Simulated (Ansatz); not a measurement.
Total energies of `C[Si](C)(C)C#CC#Cc1ccc(C#Cc2ccc(C#Cc3ccc(C#Cc4ccc(C#Cc5ccc(C#Cc6ccc(C#C[Si](C)(C)C)cc6)cc5)cc4)cc3)cc2)cc1` from Ansatz at PBE-D4/def2-TZVP, gas phase (1 Eh = 27.2114 eV = 2625.5 kJ/mol). The reference geometry is relaxed at PBE-D4/def2-SVP.

```tsv
state	geometry	energy (Eh)
charge 0 singlet	reference	-2811.90015
charge 1 doublet	reference	-2811.68059
charge -1 doublet	reference	-2811.98842
free C atom (triplet)	–	-37.79597
free Si atom (triplet)	–	-289.22285
free H atom (doublet)	–	-0.49962
```

Single mean-field runs in def2-TZVP are fitted with def2-universal-jkfit.

(1) Work out the vertical ionisation energy to the doublet.

(2) Work out the vertical electron affinity, to the doublet.

(3) Give the fundamental gap IE − EA, the Mulliken electronegativity (IE + EA)/2 and the hardness (IE − EA)/2.

(4) What is the binding energy per atom against free atoms?

(1) E(charge 1 doublet) − E(charge 0 singlet) = -2811.68059 − (-2811.90015) = 0.21956 Eh = 5.97 eV. For comparison, −ε of the highest occupied level is 5.01 eV at this level, 0.96 eV less.

(2) E(charge 0 singlet) − E(charge -1 doublet) = -2811.90015 − (-2811.98842) = 0.08827 Eh = 2.40 eV. The basis lacks diffuse functions, which makes affinities too small.

(3) From the values in Eh: IE − EA = 0.21956 − 0.08827 = 0.13129 Eh = 3.57 eV; (IE + EA)/2 = 4.19 eV; (IE − EA)/2 = 1.79 eV. The HOMO–LUMO gap of the same run is 1.74 eV, 1.83 eV smaller than the fundamental gap.

(4) Atoms: 58 × (-37.79597) + 2 × (-289.22285) + 42 × (-0.49962) = -2791.59600 Eh. Binding: -2791.59600 − (-2811.90015) = 20.30415 Eh = 552.50 eV, or 5.42 eV for each of 102 atoms (no zero-point energy, no counterpoise term).
